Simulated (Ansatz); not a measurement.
Cost and result for the atomization energy of `[F][Sn]([SiH3])([Cl])[Cl]` (8 atoms, 7 bonds).

The species carries charge 0 and has multiplicity 1. Correlated methods include outer-core shells of Sn, which these sets cover unevenly. Sn: def2 effective core potential. The geometry is a stationary point of PBE0-D4/def2-TZVP. Program: Ansatz. All runs use 4 threads of a server CPU on a shared host. Times are those of one run each, without the atoms' runs, and a repeat can differ threefold. Electronic energies, without spin–orbit coupling; frozen cores. CCSD(T)/CBS adds CCSD(T) − MP2 in def2-TZVPP to the MP2 limit, and its time is that of the two runs behind it. T1 = 0.013. With those shells the extrapolation isn't a true limit. B3LYP takes the VWN-RPA correlation (the form of Gaussian; ORCA's B3LYP/G).

CCSD(T)/CBS is a level of theory with its own doubt, some kJ/mol a heavy atom from the limit and from the frozen cores, so smaller differences don't rank the functionals.

| level | functions | atomization (kcal/mol) | difference from CCSD(T)/CBS | per bond |
| --- | --- | --- | --- | --- |
| B97M-V/def2-TZVPP | 249 | 561.2 | 4.5 | 0.6 |
| ωB97X-V/def2-TZVPP | 249 | 557.1 | 0.4 | 0.1 |
| ωB97M-V/def2-TZVPP (with forces) | 249 | 550.3 | -6.4 | -0.9 |
| revPBE-D4/def2-TZVPP | 249 | 538.3 | -18.4 | -2.6 |
| CCSD(T)/def2-TZVPP | 249 | 533.4 | -23.3 | -3.3 |
| BLYP-D4/def2-TZVPP | 249 | 542.0 | -14.7 | -2.1 |
| B3LYP-D4/def2-TZVPP (with forces) | 249 | 543.3 | -13.4 | -1.9 |
| MP2/def2-QZVPP | 439 | 556.8 | 0.1 | 0.0 |
| r2SCANh-D4/def2-TZVPP | 249 | 548.0 | -8.7 | -1.2 |
| B2PLYP/def2-TZVPP | 249 | 537.5 | -19.2 | -2.7 |
| CCSD(T)/def2-SVP | 109 | 500.4 | -56.3 | -8.0 |
| LDA (SPW92)/def2-TZVPP | 249 | 626.2 | 69.5 | 9.9 |
| CCSD(T)/CBS(def2) | – | 556.7 | 0.0 | 0.0 |

Order the runs by time, with rough figures. (An estimate is asked.)

The calculation gave: LDA (SPW92)/def2-TZVPP 1.2 s; BLYP-D4/def2-TZVPP 1.9 s; revPBE-D4/def2-TZVPP 2.4 s; B3LYP-D4/def2-TZVPP (with forces) 5.5 s; B2PLYP/def2-TZVPP 5.5 s; r2SCANh-D4/def2-TZVPP 6 s; CCSD(T)/def2-SVP 6 s; ωB97X-V/def2-TZVPP 8.5 s; B97M-V/def2-TZVPP 9 s; ωB97M-V/def2-TZVPP (with forces) 13 s; MP2/def2-QZVPP 14 s; CCSD(T)/def2-TZVPP 3.4 min; CCSD(T)/CBS(def2) 3.6 min.

The D4 term adds +9.4 kcal/mol with B3LYP and +5.0 kcal/mol with PBE0; it sums over pairs of atoms, weighted by their polarisabilities, and B3LYP, whose exchange is more repulsive, gets the larger term. In def2-TZVPP, CCSD(T) changes the Hartree–Fock value by +135.2 kcal/mol (the triples alone add +10.3 kcal/mol) and MP2 by +144.4 kcal/mol; breaking electron pairs costs correlation energy, which Hartree–Fock lacks. From r2SCAN to r2SCAN0 (25 % exact exchange), in def2-TZVPP and without D4, the atomization energy moves by −12.1 kcal/mol: exact exchange takes away binding that semilocal exchange gives to molecules.

Spin–orbit coupling would lower the free Sn atoms strongly, and the atomization energy with them, by more than many differences here. For some Ge, Se and Sn compounds the MP2-based and the directly extrapolated limit differ by 10 to 25 kJ/mol.
